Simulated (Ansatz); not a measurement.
This geometry of a periodic cell of 63 atoms, Si₆₂P (host Si, host structure diamond, dopant P, one Si atom removed), cell charge -1 is a first-order saddle point.

Level of theory: DFT PBE, scalar-relativistic, plane waves, PAW in Ansatz 0.2.0. Settings: PAW set soft_1, cutoff 420 eV, k mesh 1x1x1, gaussian smearing 0.02 eV, no spin polarisation.

```xyz
63
Lattice="10.8600 0.0000 0.0000 0.0000 10.8600 0.0000 0.0000 0.0000 10.8600" Properties=species:S:1:pos:R:3
Si 5.430 0.007 -0.012
Si 6.717 1.443 1.365
Si 8.147 2.733 0.025
Si 9.484 4.149 1.458
Si 8.148 0.083 2.620
Si 9.509 1.364 4.065
Si 0.072 -0.008 -0.086
Si 1.359 1.369 1.349
Si 2.721 2.721 0.004
Si 4.055 4.101 1.386
Si 5.465 5.371 0.003
Si 6.822 6.785 1.390
Si 8.141 8.151 -0.007
Si 9.501 9.596 1.274
Si 2.739 0.017 2.707
Si 4.200 1.241 4.125
Si 5.413 2.777 2.782
Si 6.840 4.152 4.128
Si 8.222 5.603 2.887
Si 5.632 -0.214 5.396
Si 6.805 1.304 6.771
Si 8.153 2.712 5.448
Si 9.526 4.119 6.749
Si 8.165 -0.101 8.067
Si 9.502 1.331 9.483
Si -0.016 5.445 0.052
Si 1.158 6.821 1.570
Si 2.589 8.091 0.115
Si 4.050 9.510 1.339
Si 0.014 2.731 2.726
Si 1.439 3.992 4.120
Si 2.681 5.447 2.759
Si 4.097 6.797 4.085
Si 5.433 8.147 2.686
Si 7.063 9.346 3.925
Si -0.033 -0.033 5.432
Si 1.325 1.354 6.846
Si 2.789 2.606 5.464
Si 4.101 4.086 6.789
Si 5.484 5.509 5.493
Si 6.812 6.936 6.836
P 8.825 7.808 4.409
Si 9.427 9.330 6.613
Si 2.734 -0.030 8.115
Si 4.068 1.353 9.496
Si 5.437 2.686 8.125
Si 6.834 4.053 9.463
Si 8.123 5.467 8.098
Si 9.496 6.769 9.504
Si -0.274 8.292 2.870
Si 1.356 9.531 4.069
Si -0.022 5.381 5.280
Si 1.305 6.723 6.708
Si 2.692 8.131 5.419
Si 4.108 9.457 6.769
Si -0.045 2.754 8.164
Si 1.352 4.092 9.530
Si 2.688 5.427 8.131
Si 4.000 6.752 9.611
Si 5.350 8.096 8.224
Si 6.775 9.490 9.486
Si -0.051 8.088 8.064
Si 1.376 9.434 9.439
```

(1) Which two structures does it join? (They come from a converged band through this point; their orientation in space is the band's.)

(2) How far does it lie above each of them?

## Answers

(1) Contacts lost: Si35–P42, Si41–P42, P42–Si43. Contacts made: Si19–P42, P42–Si50, P42–Si52. The atom that moves furthest is P42, by 2.30 Å; four of its nearest neighbours are Si41 2.30, Si43 2.30, Si35 2.31, Si50 3.64 Å at the first end and Si50 2.30, Si52 2.30, Si19 2.30, Si41 3.71 Å at the last.

Image 0:

```xyz
63
Lattice="10.8600 0.0000 0.0000 0.0000 10.8600 0.0000 0.0000 0.0000 10.8600" Properties=species:S:1:pos:R:3
Si 5.418 0.017 0.028
Si 6.797 1.368 1.393
Si 8.152 2.745 0.029
Si 9.563 4.130 1.349
Si 8.157 -0.025 2.743
Si 9.503 1.371 4.064
Si 0.006 -0.063 0.059
Si 1.367 1.330 1.375
Si 2.733 2.701 0.005
Si 4.104 4.068 1.375
Si 5.496 5.429 0.058
Si 6.880 6.833 1.396
Si 8.100 8.195 -0.074
Si 9.462 9.415 1.397
Si 2.650 -0.079 2.751
Si 4.085 1.350 4.082
Si 5.513 2.786 2.752
Si 7.002 4.295 3.996
Si 8.583 5.797 2.709
Si 5.426 0.008 5.460
Si 6.786 1.426 6.762
Si 8.167 2.789 5.393
Si 9.540 4.105 6.783
Si 8.126 0.077 8.149
Si 9.515 1.342 9.562
Si 0.060 5.374 -0.097
Si 1.303 6.730 1.351
Si 2.688 8.142 0.030
Si 4.067 9.497 1.391
Si 0.013 2.717 2.701
Si 1.369 4.065 4.063
Si 2.716 5.421 2.702
Si 4.063 6.791 4.064
Si 5.458 8.138 2.744
Si 6.800 9.494 4.143
Si -0.055 -0.075 5.392
Si 1.329 1.312 6.743
Si 2.724 2.709 5.422
Si 4.121 4.104 6.743
Si 5.508 5.488 5.393
Si 6.780 6.883 6.802
P 8.142 8.151 5.455
Si 9.411 9.514 6.802
Si 2.694 0.009 8.140
Si 4.076 1.357 9.499
Si 5.424 2.741 8.141
Si 6.806 4.096 9.485
Si 8.158 5.471 8.116
Si 9.504 6.791 9.501
Si -0.367 7.708 2.711
Si 1.138 9.293 3.993
Si 0.000 5.435 5.385
Si 1.329 6.755 6.783
Si 2.643 8.128 5.390
Si 4.007 9.507 6.760
Si -0.011 2.664 8.121
Si 1.413 4.021 9.413
Si 2.770 5.445 8.121
Si 4.091 6.781 9.562
Si 5.357 8.169 8.148
Si 6.731 9.563 9.447
Si -0.038 8.136 8.116
Si 1.338 9.487 9.485
```

Image 6:

Only the atoms that move by more than 0.05 Å are listed.
```
Si4 9.532 4.061 1.346
Si5 8.149 -0.064 2.774
Si7 -0.018 -0.021 0.000
Si11 5.451 5.448 0.000
Si12 6.831 6.792 1.387
Si13 8.146 8.144 -0.010
Si14 9.498 9.459 1.387
Si15 2.715 -0.021 2.733
Si17 5.451 2.715 2.733
Si18 6.831 4.102 4.077
Si19 8.246 5.446 2.731
Si21 6.776 1.370 6.799
Si22 8.146 2.705 5.429
Si23 9.498 4.102 6.744
Si24 8.135 0.002 8.147
Si25 9.480 1.374 9.519
Si26 0.012 5.418 -0.034
Si27 1.369 6.758 1.346
Si35 6.842 9.448 4.234
Si41 6.842 6.949 6.733
P42 9.462 6.828 4.113
Si43 9.341 9.448 6.733
Si50 -0.016 8.044 2.731
Si51 1.328 9.459 4.077
Si52 -0.016 5.446 5.329
Si53 1.328 6.792 6.744
Si54 2.725 8.144 5.429
Si55 4.060 9.514 6.799
Si56 -0.018 2.715 8.124
Si57 1.366 4.064 9.474
Si58 2.715 5.448 8.124
Si59 4.056 6.810 9.519
Si60 5.428 8.155 8.147
Si61 6.776 9.514 9.515
```

(2) 0.95 eV above the first and 0.76 eV above the second. This is the barrier of this one path; another mechanism may lie lower. Limits of this set-up: coarse k mesh, no spin, though dangling bonds at a vacancy may carry it, charged cell in a uniform background, uncorrected.

Time of the run: 19 min on 4 threads of Arm Neoverse V1, on a shared host, peak memory 3.7 GiB.
